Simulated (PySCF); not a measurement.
All values below come from B3LYP-D3(BJ)/def2-TZVP // TPSS-D3(BJ)/def2-SVP (PySCF). All species are isolated molecules in the gas phase. One relaxed conformer stands for a flexible species; it need not be the lowest. B3LYP has the VWN-RPA correlation part, as in Gaussian. 

Reference species: [Zn(F)2] (neutral, multiplicity 1).

| Item | Result |
|---|---|
| HOMO–LUMO gap | 7.89 eV |
| coordination number | 2 |

Changed species: [Zn(F)(OH)] (1 of 2 F replaced by OH; the reference has 0 of 2 F replaced by OH).

Problem. What does the change do to the HOMO–LUMO gap and coordination number?

Solution. the HOMO–LUMO gap falls by 1.25 eV, to 6.64 eV; the coordination number hardly moves.
